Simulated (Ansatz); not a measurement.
CH$_{5}$AlGeOS at its PBE0-D4/def2-TZVP geometry, where that method's forces vanish. Charge 0, multiplicity 1.

```xyz
10

O     1.5965    1.8456    0.5192
Ge    1.4268    0.0738    0.3998
Al   -0.6060   -1.1917    0.7204
C    -1.4382   -0.0447   -0.6198
S     0.1345   -0.4939   -1.4811
H     0.8092    2.2577    0.8824
H     2.8551   -0.3675    0.0392
H    -0.9548   -2.6341    1.2572
H    -1.5560    1.0323   -0.5375
H    -2.2671   -0.4775   -1.1797
```

Q: What forces (eV/Å) does r2SCAN-D4/def2-TZVPP give on these atoms in Ansatz? (Best estimate.)

A: Ansatz gave: 
```
O1   0.087  0.102 -0.043
Ge2  0.044 -0.127  0.108
Al3  0.028 -0.025  0.024
C4  -0.194  0.054  0.076
S5   0.108 -0.068 -0.127
H6  -0.049  0.005  0.024
H7  -0.033  0.039 -0.015
H8  -0.002  0.012 -0.020
H9   0.004 -0.010 -0.017
H10  0.008  0.017 -0.008
```
